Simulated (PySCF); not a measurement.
C6H4F3O (doublet state).
Geometry (GFN2-xTB, Å), atoms numbered from 1 in this order:
```
atom  x, y, z in Å
C1    -3.3406    1.2417   -0.0938
C2    -2.2217    0.8371    0.4216
O3    -0.9909    0.5587    0.1415
C4    -0.5600   -0.6397   -0.2506
C5     0.7635   -0.9556   -0.3196
C6     1.8455   -0.0848    0.0008
F7     1.5678    1.1645    0.4275
C8     3.1463   -0.4229   -0.0876
F9     4.1763    0.3607    0.2052
F10    3.5582   -1.6239   -0.4948
H11   -3.4648    1.4626   -1.1530
H12   -4.2048    1.4191    0.5225
H13   -1.3118   -1.3761   -0.5109
H14    1.0363   -1.9417   -0.6533
```

The hyperfine couplings belong to this conformer and change with its torsions.

As a line formula: `C=[C]O/C=C\C(F)=C(F)F` [radical].

Level of theory: PySCF 2.14.0, UKS B3LYP, pcH-1 on C F H O, non-relativistic, mean-field spin-orbit, GIAO. Isolated species at its GFN2-xTB geometry (one conformer only). The geometry wasn't refined by DFT: couplings that depend on bond lengths, twists or pyramidal angles can differ widely from those at the functional's own minimum. The SCF solution wasn't tested for stability.

Predict the first-order ENDOR lines of F9, F10, F7, H11, H12, H14 and H13 under fast tumbling at B = 340.4 mT (X band).

ν± = |νn ± a/2|, one line for each electron-spin manifold; νn = |g_N| × 7.62259 MHz/T × B.

```csv
nuclei,isotope,g_N,νn (MHz),a_iso (MHz),lower line (MHz),upper line (MHz)
F9,19F,5.2577,13.64,14.26,6.51,20.77
F10,19F,5.2577,13.64,12.14,7.57,19.71
F7,19F,5.2577,13.64,-6.99,10.15,17.14
H11,1H,5.5857,14.49,145.32,58.17,87.15
H12,1H,5.5857,14.49,67.87,19.44,48.43
H14,1H,5.5857,14.49,-7.80,10.59,18.39
H13,1H,5.5857,14.49,5.32,11.83,17.15
```

Which pairs are centred on the nuclear Larmor frequency, and which on half the coupling?

Centred on νn, since |a| < 2νn: F9, F10, F7, H14 and H13. Centred on |a|/2 and split by 2νn: H11 and H12.

Largest spin populations (Mulliken): C2 (+0.85), C5 (+0.13), C1 (-0.13) and H11 (+0.09). C2 is the only atom above +0.15.
